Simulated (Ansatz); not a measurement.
Z-matrix (Å, degrees):
```
Ge
Si 1 2.391
O 1 1.791 2 109.1
H 1 1.546 2 110.9 3 -120.4
H 1 1.536 2 113.9 3 115.1
Si 2 2.337 1 108.5 3 54.9
H 2 1.488 1 109.5 3 -65.3
H 2 1.490 1 109.9 3 175.3
H 3 0.960 1 112.6 2 -61.1
H 6 1.488 2 109.5 1 64.8
H 6 1.487 2 112.2 1 -174.0
H 6 1.489 2 109.3 1 -53.5
```

The species carries charge 0 and has multiplicity 1.

List the PBE0/def2-TZVPP orbital energies in eV (Ansatz 0.2.0). (Estimate.)

Ansatz gave: Occupied: -10860.26, -1802.70, -1802.68, -1358.49, -1208.31, -1208.30, -1208.30, -522.45, -171.25, -145.07, -145.06, -121.07, -121.03, -121.02, -99.73, -99.72, -99.72, -99.71, -99.70, -99.70, -34.02, -33.87, -33.86, -33.81, -33.80, -27.34, -16.44, -15.49, -14.05, -12.71, -10.56, -10.42, -10.15, -9.87, -9.67, -9.12, -8.55, -7.69. Lowest empty: -0.63, -0.09, 0.07, 0.32, 0.62, 1.03, 1.59, 1.80.
